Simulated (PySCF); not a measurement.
**Computed properties of Cu2, SMILES [Cu][Cu], multiplicity 1**

Cu2, SMILES [Cu][Cu], multiplicity 1. Coordinates come from a r2SCAN-D4/def2-TZVP optimisation. The spin state was assumed, not searched. The values are those of a single conformer. All values are computed for the isolated molecule unless a solvent is named; none is compared with measurement here.

**Structure.** The optimised structure has D∞h symmetry. All 1 harmonic modes at r2SCAN-D4/def2-TZVP (PySCF) are real, so it is a minimum.

**Vibrations.** No mode carries more than 0.5 km/mol of infrared intensity. The softest mode is at 267 cm⁻¹ and the zero-point energy is 0.4 kcal/mol.

**Electronic structure.** ωB97X/def2-TZVPD (PySCF) places the frontier levels at -7.72 and -0.50 eV, a gap of 7.22 eV, and gives a dipole moment of 0.00 D and a mean polarisability of 77.1 bohr³. PBE/def2-TZVPD (PySCF) at the same geometry gives -4.83 and -3.03 eV, so its gap is 5.42 eV narrower. An orbital gap is neither the optical nor the fundamental gap.

**Excitations.** TDA-PBE0/def2-TZVPD (PySCF) has S1 at 2.86 eV (434 nm, f = 0.000, dark); the most intense of the 10 singlets computed lies at 3.13 eV (f = 0.27). Strengths of degenerate partners are summed. T1 (TDA) is at 1.88 eV, 0.98 eV under S1. TDA-PBE/def2-TZVPD (PySCF) puts S1 at 1.93 eV.
